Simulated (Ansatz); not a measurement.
A structure relaxed at PBE-D4/def2-SVP in Ansatz, charge 0, singlet:

```xyz
14

Mo   -0.594    0.764   -1.524
Mo    0.294    2.173    0.581
Mo   -0.785   -0.158    0.991
Mo    1.696    0.169   -0.349
Mo    0.495   -2.294    1.057
Se    1.460    0.145   -2.743
Se    2.745    2.200    0.474
Se   -0.810    3.197   -1.316
Se   -0.542   -1.634    3.101
Se   -0.747   -3.481   -0.414
Se   -1.132    1.792    2.506
Se   -2.047   -1.021   -2.466
Se    2.815   -1.847    0.533
Se   -2.848   -0.006   -0.432
```

Task: Give its formula.

Result: Mo5Se9 (the lowest singlet isomer of a short search).

Task: Summarise the bond lengths by kind (pairs closer than 1.2 times the sum of covalent radii, bridged metal pairs left out).

Result: 16 × Mo–Se 2.26 to 2.62 Å; 1 × Se–Se 2.41 Å; 1 × Mo–Mo 2.84 Å.

In the def2 sets Mo takes a core potential; there is no spin–orbit coupling. Single mean-field runs in def2-SVP are fitted with def2-universal-jkfit. The restricted singlet is unstable towards broken spin symmetry in Hartree–Fock (as tested in another run); at PBE-D4/def2-SVP this wasn't settled. Another isomer (singlet) lies 0.03 eV lower at PBE0-D4/def2-TZVP; other spin states weren't run for this one.
